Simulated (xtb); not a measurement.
C3H11NOSi, SMILES CC(C)O[SiH2]N. All values are semi-empirical tight-binding results from xtb (GFN2-xTB unless named), good for trends rather than for accurate numbers. The structure is a stationary point at GFN2-xTB. The structure was generated by enumeration, and PubChem lists no compound with its InChIKey, so it may never have been made. Other conformers were not sampled.

Optimised geometry:

Bond lengths (Å): C1–C2 1.527, C1–H7 1.087, C1–H8 1.087, C1–H9 1.087, C2–C3 1.527, C2–O4 1.403, C2–H10 1.100, C3–H11 1.087, C3–H12 1.087, C3–H13 1.087, O4–Si5 1.614, Si5–N6 1.728, Si5–H14 1.452, Si5–H15 1.475, N6–H16 1.008, N6–H17 1.006. Angles (°): C2–C1–H7 110.4, C2–C1–H8 109.6, C2–C1–H9 109.8, H7–C1–H8 109.3, H7–C1–H9 109.2, H8–C1–H9 108.5, C1–C2–C3 111.5, C1–C2–O4 108.9, C1–C2–H10 108.8, C3–C2–O4 108.8, C3–C2–H10 108.9, O4–C2–H10 109.9, C2–C3–H11 110.4, C2–C3–H12 109.6, C2–C3–H13 109.8, H11–C3–H12 109.3, H11–C3–H13 109.3, H12–C3–H13 108.4, C2–O4–Si5 131.2, O4–Si5–N6 110.3, O4–Si5–H14 101.2, O4–Si5–H15 110.2, N6–Si5–H14 108.6, N6–Si5–H15 112.2, H14–Si5–H15 113.8, Si5–N6–H16 119.5, Si5–N6–H17 119.0, H16–N6–H17 109.7.

A frequency run showed that this geometry is not a minimum.

**Question.** Estimate the properties. (Estimate from the structure and the level; the computed values follow.)

**Answer.** 
| Property | Value |
|---|---|
| orbital gap | 6.26 eV |
| dipole moment | 2.19 D |
| static polarisability (D4 model) | 81.9 bohr³ |
| solvation energy, GFN2-xTB/ALPB(water) | -2.7 kcal/mol |
| solvation energy, GFN2-xTB/ALPB(toluene) | -4.4 kcal/mol |

**Question.** Give the atomic charges and the Wiberg bond orders between heavy atoms. (An estimate is asked for; the answer gives what the named calculation found.)

**Answer.** charges (e) C1 -0.12, C2 0.13, C3 -0.12, O4 -0.38, Si5 0.52, N6 -0.41, H7 0.04, H8 0.05, H9 0.04, H10 0.00, H11 0.04, H12 0.05, H13 0.05, H14 -0.09, H15 -0.10, H16 0.15, H17 0.14. Bond orders C1–C2 1.00, C2–C3 1.00, C2–O4 0.97, O4–Si5 1.14, Si5–N6 1.14.
